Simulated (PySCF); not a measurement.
## Rb₂F⁺: from structure and modes to constants

These are results of PBE0/[F def2-TZVP, Rb def2-TZVP with ECP28], scalar-relativistic core potentials, density fitting, no spin–orbit coupling, PySCF, not measurements.

The singlet minimum has D∞h symmetry. Masses (u): F 18.99840, Rb 84.91179.

```xyz
3
charge 1 multiplicity 1, angstrom
F     0.0000    0.0000    0.0000
Rb    0.0000    0.0000    2.4787
Rb    0.0000    0.0000   -2.4787
```

Harmonic wavenumbers (cm⁻¹): 79.8 (πu, ×2), 127.4 (σg+, ×1), 370.1 (σu+, ×1).

(1) Find the principal moments of inertia and the rotational constants. What kind of rotor is it?

(2) Give the standard entropy (298.15 K, 1 bar) by its translational, rotational, vibrational and spin parts, and Cp.

(3) Find the bond force constant k and the stretch–stretch coupling k′ of the valence force field.

## Answers

(1) About the centre of mass I = 1043.4 u Å². With B = 16.8576/I this gives 0.01616 cm⁻¹. The molecule is linear.

(2) Sackur–Tetrode with M = 188.82 u gives 174.2; rotation with symmetry number 2 gives 81.2; vibration 49.6; spin R ln 1 = 0.0. The total is 305.0 J/(mol K), and Cp = 7/2 R + 30.9 = 60.0 J/(mol K).

(3) For linear XMX, 4π²c²ω(σg)² = (k + k′)/mX and 4π²c²ω(σu)² = (k − k′)(1 + 2mX/mM)/mX. So k + k′ = 0.812 and k − k′ = 0.690 mdyn/Å, giving k = 0.751 and k′ = 0.061 mdyn/Å.

This need not be the most stable arrangement of these atoms.
